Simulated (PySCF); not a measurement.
AlFH2OSe. Atoms are numbered in the order given.

```xyz
6

Al    -0.0299    -0.9806     0.0000
F     -1.4909    -1.7766     0.0000
O      1.4339    -1.8287     0.0000
H      1.5407    -2.7843     0.0000
Se    -0.0195     1.3186     0.0000
H      1.4577     1.3190     0.0000
```

Coordinates come from a B3LYP-D3(BJ)/def2-SVP optimisation. The values are those of a single conformer.

All values below come from HF/pcSseg-1 run with PySCF.

GIAO shieldings, no solvent; atoms alike by connectivity are averaged. δ = σ(ref) − σ: ¹⁹F against CFCl3 (σ = 238.5 ppm); ¹⁷O against H2O (σ = 333.0 ppm); ¹H against TMS (σ = 31.99 ppm); ⁷⁷Se against Me2Se (σ = 1942.8 ppm), references at their B3LYP-D3(BJ)/def2-TZVP geometries, non-relativistic.

| atoms | nucleus | count | δ (ppm) |
|---|---|---|---|
| F2 | ¹⁹F | 1 | -134.2 |
| O3 | ¹⁷O | 1 | ___ |
| H4 | ¹H | 1 | ___ |
| H6 | ¹H | 1 | 0.96 |
| Se5 | ⁷⁷Se | 1 | -511.9 |

What belongs in the gaps? (The exact figures need the calculation; the answer reports its results.)


- H4, δ (ppm): 2.50
- O3, δ (ppm): 11.9
